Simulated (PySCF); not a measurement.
How methods differ on the excitation energy of Mg

Mg [Ne] 3s2 (1S) → Mg [Ne] 3d2 (3F), as a difference of total energies. Computed with PySCF 2.14 in aug-cc-pCVTZ (8s7p5d3f, 75 functions), with no relativity, point nucleus. Correlated levels: valence: [Ne] frozen; valence and next inner shell: 1s2 frozen; nothing frozen. The calculations carry no spin-orbit coupling.

```tsv
method	excitation energy (eV)
UHF	13.430
LDA	13.851
PBE	13.379
PBE0	13.544
r2SCAN	13.365
wB97X-V	14.256
r2SCANh	13.461
B2PLYP	14.012
PBEsol	13.358
MP2 (valence)	13.966
SCS-MP2 (valence)	14.171
MP2 (valence and next inner shell)	14.238
SCS-MP2 (valence and next inner shell)	14.382
MP2 (all electrons)	14.235
SCS-MP2 (all electrons)	14.380
```

**Question.** How much does correlation contribute at MP2 (all electrons)?

**Answer.** 14.235 − (13.430) = 0.805 eV, measured against UHF.

The upper state lies above the first ionisation limit, where it may autoionise and the basis confines it.

The promoted electron is Rydberg-like, and one or two diffuse shells describe it only roughly, which tends to raise the upper state.
